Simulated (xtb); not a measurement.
C6H10AuO2 (SMILES CC1=CC(C)=[O]->[Au]([CH3])[O]1), doublet, geometry from GFN2-xTB (such geometries of metal compounds can be far from the true shape) (the multiplicity is a formal guess); xtb 6.7.1 with GFN0-xTB.

Here is a job for xtb.
```
$ xtb coord --gfn 0 --uhf 1 --json

# file coord
$coord
      1.1062530811       1.3524276655       0.5754811691  au
      3.0509157551       4.2914234083      -0.9565771155  c
      5.0594955241       4.0736409762      -0.6164734295  h
      2.4368887273       6.0629635477      -0.1306378063  h
      2.7406964248       4.3750346997      -2.9755971677  h
     -3.0666990312      -2.8646449786      -5.4991568421  c
     -2.0570173045      -2.0866474543      -2.9288865772  c
     -2.8108049050      -3.5646052232      -0.8937925524  c
     -2.1544551740      -3.2622335286       1.6522353608  c
     -3.2709616256      -5.1734342553       3.4617928215  c
     -0.7548904068      -1.5939613094       2.5949840464  o
     -0.6393011321      -0.1761863476      -2.9425818004  o
     -5.1212378276      -2.8510000410      -5.4724129466  h
     -2.3867086185      -1.5574652933      -6.9282531720  h
     -2.4257893075      -4.7654521171      -5.9458829012  h
     -4.0469642794      -5.1306138739      -1.3198685159  h
     -2.6266839187      -4.7744104771       5.3699940236  h
     -5.3235288141      -5.0812945921       3.3987330576  h
     -2.6924943490      -7.0711544883       2.9244776005  h
$end
```

The log (banner, timings and long lists left out):

```
   ID    Z sym.   atoms
    1   79 au     1
    2    6 c      2, 6-10
    3    1 h      3-5, 13-19
    4    8 o      11, 12

           -------------------------------------------------
          |                Calculation Setup                |
           -------------------------------------------------

           -------------------------------------------------
          |                 G F N 0 - x T B                 |
           -------------------------------------------------

          ...................................................
          :                      SETUP                      :
          :.................................................:
          :  # basis functions                  62          :
          :  # atomic orbitals                  61          :
          :  # shells                           39          :
          :  # electrons                        57          :
          :  electronic temp.          300.0000000     K    :
          :  accuracy                    1.0000000          :
          :  -> integral cutoff          0.2500000E+02      :
          :  -> integral neglect         0.1000000E-07      :
          ...................................................

         :::::::::::::::::::::::::::::::::::::::::::::::::::::
         ::                     SUMMARY                     ::
         :::::::::::::::::::::::::::::::::::::::::::::::::::::
         :: total energy             -29.553838946379 Eh    ::
         :: gradient norm              0.049911798808 Eh/a0 ::
         :: HOMO-LUMO gap              2.242564543070 eV    ::
         ::.................................................::
         :: H0 energy                -29.813732034673 Eh    ::
         :: repulsion energy           0.339298810623 Eh    ::
         :: electrostat energy        -0.051344647618 Eh    ::
         :: -> Gsolv                   0.000000000000 Eh    ::
         ::    -> Gsasa                0.000000000000 Eh    ::
         ::    -> Gshift               0.000000000000 Eh    ::
         :: dispersion energy         -0.006755276552 Eh    ::
         :: short-range corr.         -0.021305798160 Eh    ::
         :: add. restraining           0.000000000000 Eh    ::
         :: total charge              -0.000000000000 e     ::
         :::::::::::::::::::::::::::::::::::::::::::::::::::::

           -------------------------------------------------
          |                Property Printout                |
           -------------------------------------------------

    * Orbital Energies and Occupations

         #    Occupation            Energy/Eh            Energy/eV
      -------------------------------------------------------------
         1        2.0000           -0.6841476             -18.6166
       ...           ...                  ...                  ...
        17        2.0000           -0.5030317             -13.6882
        18        2.0000           -0.4904600             -13.3461
        19        2.0000           -0.4876107             -13.2686
        20        2.0000           -0.4756139             -12.9421
        21        2.0000           -0.4737247             -12.8907
        22        2.0000           -0.4510792             -12.2745
        23        2.0000           -0.4435927             -12.0708
        24        2.0000           -0.4401186             -11.9762
        25        2.0000           -0.4382351             -11.9250
        26        2.0000           -0.4209840             -11.4556
        27        2.0000           -0.4148761             -11.2894
        28        2.0000           -0.3998874             -10.8815
        29        1.0000           -0.3670463              -9.9878 (HOMO)
        30                         -0.2846336              -7.7453 (LUMO)
        31                         -0.1857960              -5.0558
        32                         -0.1793032              -4.8791
[...]
        38                         -0.0952909              -2.5930
        39                         -0.0885525              -2.4096
        40                         -0.0885163              -2.4087
       ...                                ...                  ...
        61                          0.6212475              16.9050
      -------------------------------------------------------------
                  HL-Gap            0.0824127 Eh            2.2426 eV
             Fermi-level            0.0000000 Eh            0.0000 eV

     #   Z          covCN         q      C6AA      α(0)
     1  79 au       2.287    -0.063   323.733    34.134
     2   6 c        3.733    -0.228    28.120     7.658
     3   1 h        0.925     0.117     1.634     1.999
     4   1 h        0.925     0.117     1.635     1.999
     5   1 h        0.926     0.133     1.512     1.923
     6   6 c        3.758    -0.432    33.681     8.373
     7   6 c        2.822     0.342    22.397     7.730
     8   6 c        2.900    -0.269    37.263     9.977
     9   6 c        2.827     0.318    22.825     7.804
    10   6 c        3.758    -0.429    33.600     8.363
    11   8 o        1.570    -0.283    18.621     5.834
    12   8 o        1.456    -0.328    19.564     5.971
    13   1 h        0.925     0.138     1.476     1.900
    14   1 h        0.925     0.168     1.273     1.765
    15   1 h        0.925     0.138     1.472     1.897
    16   1 h        0.926     0.115     1.658     2.014
    17   1 h        0.925     0.168     1.277     1.767
    18   1 h        0.925     0.139     1.469     1.896
    19   1 h        0.925     0.139     1.471     1.897

 Mol. C6AA /au·bohr⁶  :       5061.128391
 Mol. C8AA /au·bohr⁸  :     187029.775229
 Mol. α(0) /au        :        114.900767

Wiberg/Mayer (AO) data.
largest (>0.10) Wiberg bond orders for each atom

 ---------------------------------------------------------------------------
     #   Z sym  total        # sym  WBO       # sym  WBO       # sym  WBO
 ---------------------------------------------------------------------------
     1  79 au   2.040 --     2 c    0.818    12 o    0.541    11 o    0.498
     2   6 c    3.858 --     5 h    0.978     4 h    0.976     3 h    0.976
                             1 au   0.818
     3   1 h    0.991 --     2 c    0.976
     4   1 h    0.991 --     2 c    0.976
     5   1 h    0.990 --     2 c    0.978
     6   6 c    3.973 --    14 h    0.980    13 h    0.970    15 h    0.969
                             7 c    0.958
     7   6 c    3.912 --    12 o    1.504     8 c    1.348     6 c    0.958
     8   6 c    3.900 --     7 c    1.348     9 c    1.318    16 h    0.968
                            12 o    0.105
     9   6 c    3.907 --    11 o    1.504     8 c    1.318    10 c    0.979
    10   6 c    3.970 --    17 h    0.980     9 c    0.979    19 h    0.969
                            18 h    0.969
    11   8 o    2.370 --     9 c    1.504     1 au   0.498
    12   8 o    2.366 --     7 c    1.504     1 au   0.541     8 c    0.105
    13   1 h    0.982 --     6 c    0.970
    14   1 h    0.991 --     6 c    0.980
    15   1 h    0.982 --     6 c    0.969
    16   1 h    0.974 --     8 c    0.968
    17   1 h    0.990 --    10 c    0.980
    18   1 h    0.982 --    10 c    0.969
    19   1 h    0.982 --    10 c    0.969
 ---------------------------------------------------------------------------

Topologies differ in total number of bonds
Writing topology from bond orders to xtbtopo.mol

 dipole moment from electron density (au)
     X       Y       Z
  -1.1086  -1.5274   0.1761  total (Debye):    4.818

           -------------------------------------------------
          | TOTAL ENERGY              -29.553838946379 Eh   |
          | GRADIENT NORM               0.049911798808 Eh/α |
          | HOMO-LUMO GAP               2.242564543070 eV   |
           -------------------------------------------------

normal termination of xtb
```
